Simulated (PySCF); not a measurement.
# Cost of excited-state runs on [C₃H₆ClSi]+, charge +1

Geometry:
```csv
atom,x (Å),y (Å),z (Å)
C1,2.222,0.241,-0.450
C2,0.903,0.376,-0.683
Si3,-0.276,-0.201,0.560
C4,-2.094,0.078,0.408
Cl5,-1.851,-1.648,-0.251
H6,2.625,-0.231,0.454
H7,2.963,0.607,-1.169
H8,0.549,0.856,-1.603
H9,0.203,-0.802,1.820
H10,-2.747,0.023,1.288
H11,-2.492,0.705,-0.399
```

Total charge +1.

PySCF with density fitting, on 1 thread of an Arm Neoverse V2, shared host. Command: `OMP_NUM_THREADS=1 python excited_run.py task.json out`

(1) How long does this run take, and how much memory?
- first hyperpolarisability, PBE0/aug-cc-pVDZ; wavelengths [1907, 1064] nm

Results:

(1) 
```
                      run             level  basis functions  wall time  peak memory (GiB)
first hyperpolarisability  PBE0/aug-cc-pVDZ              177       18 s               0.62
```
Times from a shared host are rough.
